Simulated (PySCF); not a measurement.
**Dipole response of Cr²⁺ (chromium, charge +2)**

[Ar] 3d3 4s1, high-spin 5F determinant (an excited configuration). Calculation: PySCF 2.14, in aug-cc-pwCVTZ (10s9p7d4f3g, 127 functions); no relativity, point nucleus. Coupled (time-dependent) response in atomic units; α is the mean over directions.

```
method  mean α (bohr³)  C₆ (like pair)  S(−4)
  PW91           22.27           97.17  440.9
```

S(−4) is the Cauchy moment in α(ω) = α(0) + S(−4) ω² + …

α(iu) at PW91:

```json
{"u (hartree)": "0", "α(iu) (bohr³)": "22.27"}
{"u (hartree)": "0.0500", "α(iu) (bohr³)": "21.22"}
{"u (hartree)": "0.100", "α(iu) (bohr³)": "18.67"}
{"u (hartree)": "0.200", "α(iu) (bohr³)": "12.96"}
{"u (hartree)": "0.300", "α(iu) (bohr³)": "9.048"}
{"u (hartree)": "0.500", "α(iu) (bohr³)": "5.269"}
{"u (hartree)": "0.750", "α(iu) (bohr³)": "3.401"}
{"u (hartree)": "1.00", "α(iu) (bohr³)": "2.507"}
{"u (hartree)": "1.50", "α(iu) (bohr³)": "1.620"}
{"u (hartree)": "2.00", "α(iu) (bohr³)": "1.163"}
{"u (hartree)": "3.00", "α(iu) (bohr³)": "0.6911"}
{"u (hartree)": "5.00", "α(iu) (bohr³)": "0.3281"}
```

For an ion, C₆ is the dispersion term alone; charge-induced terms of lower order in 1/R come first.
